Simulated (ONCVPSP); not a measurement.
# Which change was made? (Hg, ONCV)

Hg (Z = 80), optimised norm-conserving Vanderbilt (ONCV), made with ONCVPSP 4.0.1 (LDA (Perdew-Wang 92), scalar-relativistic). Core [Kr] 4d10 4f14, reference 5s2 5p6 5d10 6s1.75 6p0.25. Waves: 5s+6s: rc 1.35 bohr, ncon 3, nbas 7, qcut 6.7 1/bohr, 2 projectors; 5p+6p: rc 1.90 bohr, ncon 4, nbas 7, qcut 6.9 1/bohr, 2 projectors; 5d: rc 1.25 bohr, ncon 3, nbas 7, qcut 8.2 1/bohr, 1 projector. Local part: polynomial inside 0.95 bohr (lpopt 5, dvloc0 0 Ha). Core correction: Teter function, fcfact 2, rcfact 1.5.

Cutoffs, loose and tight: the cutoffs (Ha) at which the residual kinetic energy of the hardest occupied pseudo-wave falls to 1 and 0.1 mHa per electron. They do not see the model core or the augmentation charge, which bear on the density cutoff. Test errors are all-electron minus pseudo excitation energies from the reference, over the configurations 5s2 5p6 5d10 6s2 6p0; 5s2 5p6 5d10 6s1 6p0; 5s2 5p6 5d10 6s0 6p0; 5s2 5p6 5d9 6s2 6p1; variants that change the core or the reference have their own tests. The largest error is taken over the tests solved by every variant that gives reliable tests at all, those not shown here included: 5s2 5p6 5d10 6s1 6p0; 5s2 5p6 5d10 6s2 6p0; 5s2 5p6 5d9 6s2 6p1.

The base gives: outcome: generated; cutoff, loose: 22 Ha; cutoff, tight: 77 Ha; bound ghosts: none; GHOST(+) flags above zero: s; largest test error (meV): -4.0.

(1) After one change the result is: outcome: generated; cutoff, loose: 22 Ha; cutoff, tight: 27 Ha; bound ghosts: p; GHOST(+) flags above zero: s; largest test error (meV): -4.4. Which change was it?
A. all radii but the core radius scaled by about 0.95 (s 1.28, p 1.80, d 1.18 bohr); local potential polynomial inside 0.90 bohr (lpopt 5, dvloc0 0 Ha)
B. all radii but the core radius scaled by about 1.28 (s 1.72, p 2.42, d 1.60 bohr); local potential polynomial inside 1.22 bohr (lpopt 5, dvloc0 0 Ha)
C. all radii but the core radius scaled by about 0.82 (s 1.12, p 1.56, d 1.02 bohr); local potential polynomial inside 0.78 bohr (lpopt 5, dvloc0 0 Ha)

## Answers

(1) B. The others give: all radii but the core radius scaled by about 0.82 (s 1.12, p 1.56, d 1.02 bohr); local potential polynomial inside 0.78 bohr (lpopt 5, dvloc0 0 Ha) → outcome: generated; bound ghosts: s; GHOST(+) flags above zero: p; largest test error (meV): -3.6 | all radii but the core radius scaled by about 0.95 (s 1.28, p 1.80, d 1.18 bohr); local potential polynomial inside 0.90 bohr (lpopt 5, dvloc0 0 Ha) → outcome: generated; cutoff, loose: 30 Ha; cutoff, tight: 106 Ha; bound ghosts: none; GHOST(+) flags above zero: p; largest test error (meV): 4 of 4 tests not solved or not reliable.
